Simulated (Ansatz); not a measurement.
Job for Ansatz (an electronic-structure program): R-PBE0/def2-TZVPP on BF2HSe (SMILES FB(F)[SeH]), a point of a torsion scan.

Ansatz 0.2 input:
```yaml
crystal:
  periodic: [false, false, false]
  atoms:
    - {symbol: F, position_ang: [-1.22298690, 1.17784763, -0.01401781]}
    - {symbol: B, position_ang: [-0.60424167, 0.03377805, 0.07218157]}
    - {symbol: F, position_ang: [-1.28538708, -1.01217869, -0.30349094]}
    - {symbol: Se, position_ang: [1.23015138, -0.11255528, 0.78424818]}
    - {symbol: H, position_ang: [1.87857926, 0.06415285, -0.48706131]}
basis:
  gaussian:
    orbitals: def2-TZVPP
hamiltonian:
  xc: {name: PBE0}
scf: {lower_state_search: off}
```

**Question.** What total energy does the run end on?

**Answer.** -2626.4108 hartree.
